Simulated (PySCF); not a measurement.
C2H6BBrO.

```xyz
11

B     -0.5381    -0.3340     0.1589
H     -1.3355    -1.2208     0.3489
Br     0.8086    -0.0088     1.4855
O     -0.5507     0.4310    -0.9301
C     -1.4905     0.2557    -1.9795
C     -0.8012    -0.2441    -3.2265
H     -2.2844    -0.4400    -1.6578
H     -1.9556     1.2379    -2.1585
H     -0.3646    -1.2409    -3.0629
H     -1.5203    -0.3146    -4.0562
H      0.0065     0.4404    -3.5242
```

Coordinates come from a PBE0-D3(BJ)/def2-SVP optimisation. This is a generated structure with no PubChem entry under its InChIKey; it may be hypothetical. The values are those of a single conformer.

These are PBE/pcSseg-1 (PySCF) values and carry that method's errors. Non-relativistic, no solvent.

Give the absolute GIAO shielding of each atom: isotropic value and principal components (ppm). (The exact figures need the calculation; the answer reports its results.)


```
atom  σ(iso)     σ11     σ22     σ33    span
----  ------  ------  ------  ------  ------
B1      53.6    31.9    51.6    77.3    45.5
H2      25.4    22.7    24.3    29.3     6.7
Br3   2238.8  1619.8  2445.4  2651.3  1031.5
O4      86.4  -114.8    85.7   288.4   403.2
C5     106.5    72.7    86.3   160.4    87.7
C6     160.2   143.2   157.8   179.5    36.3
H7      27.0    23.1    27.8    30.2     7.1
H8      26.8    22.4    26.9    31.2     8.8
H9      30.0    26.7    28.9    34.5     7.8
H10     30.1    26.6    27.1    36.6    10.0
H11     29.5    26.3    27.9    34.4     8.1
```
